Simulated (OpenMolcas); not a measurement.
**Ho2+: effect of correlating more closed shells**

```yaml
Program: OpenMolcas 26.06
Basis: ANO-RCC-VTZP [8s7p5d3f2g1h]
Scalar_Hamiltonian: DKH2, point nucleus
Active_space: 11 electrons in 7 orbitals (4f)
State_averaging: 2S+1 = 4 odd, 35 roots; 2S+1 = 2 odd, 112 roots (96 in the spin-orbit step)
Spin-orbit_coupling: state interaction with AMFI integrals over the reference wave functions, term energies averaged over their components
```

Methods on the same reference wave functions:
A. CASSCF
B. MS-CASPT2, IPEA 0.25 Eh, imaginary shift 0.1 Eh (closed shells correlated: none)
C. MS-CASPT2, IPEA 0.25 Eh, imaginary shift 0.1 Eh (closed shells correlated: 5s 5p)
D. MS-CASPT2, IPEA 0.25 Eh, imaginary shift 0.1 Eh (closed shells correlated: 4d 5s 5p)

Energies in cm⁻¹ above 4f¹¹ ⁴I°_15/2, the measured ground level; measured values from Martin, Zalubas and Hagan, Atomic Energy Levels: The Rare-Earth Elements, NSRDS-NBS 60 (1978); whole-number values converted from NIST levels in rydberg listed in Nahar, Atoms 12, 24 (2024).

```tsv
Level	A	B	C	D	Measured
4f¹¹ ⁴I°_15/2	0.0	0.0	0.0	0.0	0.0
4f¹¹ ⁴I°_13/2	5539	5570	5580	5600	5439
4f¹¹ ⁴I°_11/2	9077	8870	8790	8740	8644
4f¹¹ ⁴I°_9/2 [58 %]	11597	11080	10870	10700	10770
4f¹¹ ⁴F°_9/2 [61 %]	17371	15010	14120	13700	13330
4f¹¹ ²H°_11/2(1) [62 %]	20360	18280	17610	17160	16891
4f¹¹ ⁴S°_3/2 [68 %]	21432	18970	17650	17180	
4f¹¹ ⁴F°_7/2	22644	20060	18940	18410	17867
4f¹¹ ⁴F°_5/2	24483	21800	20600	20030	19375
4f¹¹ ⁴F°_3/2 [64 %]	24799	22110	20900	20360	
4f¹¹ ²K°_15/2	29062	26980	26180	25160	
4f¹¹ ⁴G°_11/2	29700	26430	25010	24280	
4f¹¹ ²G°_7/2 [65 %]	29888	26970	25960	25330	
4f¹¹ ²K°_13/2	33807	31660	30820	29780	
4f¹¹ ⁴G°_7/2 [71 %]	36488	33140	31720	30980	
4f¹¹ ²P°_1/2	36540	33040	31200	30470	
4f¹¹ ⁴G°_5/2	37146	33540	31890	31050	
4f¹¹ ²D°_5/2(1)	37852	34380	32870	32140	
4f¹¹ ²I°_11/2 [69 %]	45579	41930	39920	38330	
4f¹¹ ²L°_17/2	45861	42770	41090	39280	
4f¹¹ ²I°_13/2	47099	43780	41940	40410	
4f¹¹ ⁴D°_7/2	47325	42070	39570	38340	
4f¹¹ ⁴D°_3/2 [72 %]	49727	44540	42040	40830	
4f¹¹ ²L°_15/2	51013	47960	46310	44540
```

Deviations, from unrounded energies. A percentage is the sum of absolute deviations over the sum of measured energies, with the sign that they share, or ± where signs differ.

```
                        Against measurement  Levels      A      B     C     D
             mean absolute deviation (cm-1)       7   2700   1200   600   310
      fine structure of the ground term (%)       3   +5.5   +2.7  +1.5  ±1.3
other terms of the ground configuration (%)       4  +25.8  +11.4  +5.6  +2.7
```

D lies closest to measurement on these levels and A furthest from it. The largest miss of D in the table is 4f¹¹ ⁴F°_5/2, by +660 cm-1. The ranking rests on the paired levels alone, and a cruder setting can come out closer through cancelling errors.

Among B to D the level of the table that moves most is 4f¹¹ ⁴D°_7/2, by 3700 cm-1 (lowest in D, highest in B). Moves below CASPT2's spread within the term are not significant.

The mean deviations of B to D differ by less than CASPT2's widest spread within a term (1200 cm-1), so their order carries little weight.

From A to B the spin-free energies of the other terms of 4f¹¹ shown, above ⁴I°, scale by factors of 0.84 to 0.92, as is usual when dynamic correlation screens the repulsion within a d or f shell.

The lowest spin-free term lies below A's lowest term by 0.479 hartree in B, 0.996 hartree in C, 1.485 hartree in D.

What an inner shell adds also hangs on whether the basis holds functions to correlate it.

CASPT2 breaks the degeneracy within a term, and the mean is taken; among the terms shown or strongly mixed into the levels shown the widest spread is 1200 cm-1 (4f¹¹ ²L°, D). High states are left out of the spin-orbit mixing, which shifts the levels that they would mix with. The CASPT2 spread within a term exceeds the gap to the next term for 4f¹¹ ²K° and 4f¹¹ ⁴G°, 4f¹¹ ⁴D° and 4f¹¹ ²L°, so the order of their levels is uncertain (figures for B; the like holds for C, D). Without dynamic correlation excited terms often stand tens of per cent too high (terms of higher spin than the ground term too low), and those without a measured partner can miss by more than the paired ones (holds for A). Some levels mix across a computed gap that differs much from the measured one, so their mixing is not that of the real levels (holds for A; B). Blocks of more than 70 roots (2S+1 = 2 odd) ran without multistate coupling (holds for B; C; D). Computed and measured levels are paired by configuration, term and J; levels that our copy of the source lacks, or whose pairing is in doubt (as where it misses far off the trend of its configuration), stay unpaired and out of the deviations. Only configurations of the active space appear. The table leaves out levels that lie high or whose names do not pair safely across all columns.

A share in square brackets marks a mixed level and gives the weight of the term that names it, the lowest over the columns. A number in round brackets counts repeated terms of one configuration in the order of the reference energies. ° marks odd parity.
